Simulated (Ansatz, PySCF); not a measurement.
Species: BH2, net charge 1, singlet state. 
Geometry from a B3LYP-D3(BJ)/def2-TZVP (Ansatz, a program for electronic structure) optimisation:
```
B
H 1 1.1744
H 1 1.1744 2 180.00
```
Charge +1, spin multiplicity 1.

Total electronic energies in hartree. Valence correlation only, unless marked. No spin-orbit coupling. No relativistic terms. CBS marks a two-point X^-3 extrapolation of the correlation energy; Hartree-Fock from the larger set (for Q and 5 zeta extrapolated as (X+1)exp(-9√X)).

```json
[
 {"level": "BP86-D4/def2-TZVPD", "program": "PySCF + dftd4", "energy (Eh)": "-25.62148"},
 {"level": "B3LYP/def2-TZVPD", "program": "Ansatz", "energy (Eh)": "-25.63965"},
 {"level": "HSE06/def2-TZVPD", "program": "Ansatz", "energy (Eh)": "…"},
 {"level": "wB97M-V/def2-TZVPD", "program": "Ansatz", "energy (Eh)": "-25.61342"},
 {"level": "RPA@PBE/cc-pVQZ", "program": "Ansatz", "energy (Eh)": "-25.64651"},
 {"level": "RI-MP2/aug-cc-pVTZ", "program": "Ansatz", "energy (Eh)": "-25.54814"},
 {"level": "RI-MP2/def2-TZVPP", "program": "Ansatz", "energy (Eh)": "-25.54765"},
 {"level": "RI-MP2/CBS(def2-TZVPPD,def2-QZVPPD)", "program": "Ansatz", "energy (Eh)": "-25.5569"},
 {"level": "CCSD/cc-pVDZ", "program": "Ansatz", "energy (Eh)": "-25.54490"},
 {"level": "CCSD/def2-SVP", "program": "Ansatz", "energy (Eh)": "-25.52115"},
 {"level": "CCSD/aug-cc-pVTZ", "program": "Ansatz", "energy (Eh)": "-25.56484"},
 {"level": "CCSD/def2-TZVPP", "program": "Ansatz", "energy (Eh)": "-25.56455"},
 {"level": "CCSD(T)/cc-pVQZ", "program": "Ansatz", "energy (Eh)": "-25.57019"},
 {"level": "CCSD(T)/def2-QZVPP", "program": "Ansatz", "energy (Eh)": "-25.57019"},
 {"level": "CCSD(T)/CBS(cc-pVQZ,cc-pV5Z)", "program": "Ansatz", "energy (Eh)": "-25.5725"}
]
```

Task: What belongs in the gaps?

Result: 
- HSE06/def2-TZVPD, energy (Eh): -25.58551
